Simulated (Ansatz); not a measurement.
Input file for Ansatz (a first-principles code): U-r2SCAN/def2-TZVPP on C2H6Mg (SMILES [CH3][Mg][CH3]), a point of a bond scan (R = 2.954 Å).

Ansatz 0.2 input:
```yaml
crystal:
  periodic: [false, false, false]
  atoms:
    - {symbol: Mg, position_ang: [0.00000000, 0.00000000, 0.00000000]}
    - {symbol: C, position_ang: [1.60710731, 0.25448728, -1.31696069]}
    - {symbol: H, position_ang: [3.59652280, -1.91340387, -1.05092632]}
    - {symbol: H, position_ang: [2.13343348, 1.19696231, -1.13802123]}
    - {symbol: H, position_ang: [1.27925009, 0.26303908, -2.36086406]}
    - {symbol: C, position_ang: [-1.60710731, -0.25448728, 1.31696069]}
    - {symbol: H, position_ang: [-2.18217012, -1.15639416, 1.08638648]}
    - {symbol: H, position_ang: [-2.30289266, 0.58903587, 1.27635089]}
    - {symbol: H, position_ang: [-1.27154864, -0.34420772, 2.35457737]}
basis:
  gaussian:
    orbitals: def2-TZVPP
hamiltonian:
  xc: {name: r2SCAN}
magnetization: {spin_polarized: true, initial_magnetization: 0}
```

It printed:

```
WARN ansatz: RAYON_NUM_THREADS=1 ignored (pool sized by the plan → 1); use --threads N
Functional definition: r2SCAN
integrals: 0.07 GiB planned
1002 factors; their error is unknown
mean field: 0.73 GiB planned
mean field evaluation 1: about -7579.0956 eV, gradient 6.8e1 eV
mean field evaluation 2: about -7515.6886 eV, gradient 9.2e1 eV
mean field evaluation 4: about -7596.8995 eV, gradient 3.4e1 eV
mean field evaluation 8: about -7608.7835 eV, gradient 5.2e0 eV
mean field evaluation 16: about -7609.0906 eV, gradient 1.3e-4 eV
mean field evaluation 32: about -7602.7896 eV, gradient 2.4e1 eV
mean field -7610.09960228 eV, -279.6660020729 hartree, gradient 4.5e-5 eV, S^2 0.901450; 3 other end points of the search recorded, 0 dependent functions left out
reference -7610.09962424 eV, -279.6660028799 hartree; 15, 15 occupied and 163, 163 virtual orbitals, 1002 factors
Total energy: -7610.09962424 eV, -279.6660028799 hartree
```

Self-consistency was reached. Its determinant has ⟨S²⟩ = 0.90, a mixture of spin states.

Cost: very roughly 15 core-seconds.
